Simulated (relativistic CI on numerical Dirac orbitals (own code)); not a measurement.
**Sensitivity of the levels of Er⁵¹⁺ to α and to the nuclear radius**

Method of calculation: Dirac-Coulomb-Breit CI, KLI orbitals optimised for each configuration, derivatives by finite differences, unscaled Slater integrals, QED left out (own radial code, finite nucleus).

CI space (outside the closed core [Ne]): 3s²3p⁵, 3s3p⁶, 3s²3p⁴3d, 3s3p⁵3d, 3p⁶3d, 3s3p⁴3d², 3p⁵3d², 3p⁴3d³. Double excitations out of closed p, d and f shells are left out; levels of such configurations are missing from the list, as are those of other unlisted configurations, and high levels can miss mixing partners.

With x = (α/α₀)² − 1 an excitation energy changes as ω = ω₀ + qx; K = 2q/ω₀ is the relative enhancement. Terms are leading LS components, so labels can repeat. The field-shift factor is F = δν/δ⟨r²⟩ for the transition from the lowest level.

Lowest level 3s²3p⁵ ²P°3/2.

| Level | ω₀ (cm⁻¹) | q (cm⁻¹) | F (GHz/fm²) |
| --- | --- | --- | --- |
| 3s²3p⁴3d ⁴D3/2 | 1675565 | 93680 | 4.45 |
| 3s²3p⁴3d ⁴D5/2 | 1716642 | 109500 | 5.54 |
| 3s²3p⁴3d ⁴P1/2 | 1724017 | 110500 | -16.5 |
| 3s²3p⁴3d ²F7/2 | 1750836 | 86810 | 6.82 |
| 3s²3p⁵ ²P°1/2 | 1871673 | 2.205e+06 | -208 |
| 3s²3p⁴3d ²D3/2 | 1897887 | 110800 | 4.23 |
| 3s²3p⁴3d ²F7/2 | 2115492 | 523700 | 13.3 |
| 3s²3p⁴3d ⁴F9/2 | 2136787 | 515500 | 16.8 |
| 3s²3p⁴3d ²P1/2 | 2172649 | 578500 | -95.6 |
| 3s²3p⁴3d ²D5/2 | 2348525 | 536500 | 10.8 |
| 3s²3p⁴3d ²P3/2 | 2401971 | 555600 | 11.5 |
| 3s²3p⁴3d ²D5/2 | 2436347 | 563500 | 5.03 |
| 3s3p⁶ ²S1/2 | 3219068 | 2.396e+06 | -3090 |
| 3s²3p⁴3d ⁴D1/2 | 3461724 | 2.293e+06 | -248 |
| 3s²3p⁴3d ⁴D3/2 | 3539523 | 2.294e+06 | -199 |
| 3s²3p⁴3d ⁴F5/2 | 3605217 | 2.276e+06 | -196 |
| 3s²3p⁴3d ²G7/2 | 3618021 | 2.274e+06 | -196 |
| 3s²3p⁴3d ²D5/2 | 3864031 | 2.267e+06 | -200 |
| 3s²3p⁴3d ²P3/2 | 3879463 | 2.291e+06 | -196 |
| 3s²3p⁴3d ²S1/2 | 3918493 | 2.347e+06 | -943 |
| 3s²3p⁴3d ⁴D7/2 | 3936091 | 2.714e+06 | -191 |
| 3s²3p⁴3d ²P3/2 | 3999406 | 2.717e+06 | -196 |
| 3s²3p⁴3d ²F5/2 | 4029483 | 2.723e+06 | -194 |

At this charge energies of transitions that change n are usually good to better than 1 %, and those within a shell (Δn = 0) to a few per cent.

Task: Which transition from the lowest level has the largest |K|?

Result: 3s²3p⁵ ²P°1/2 at 1871673 cm⁻¹, K = 2.36.
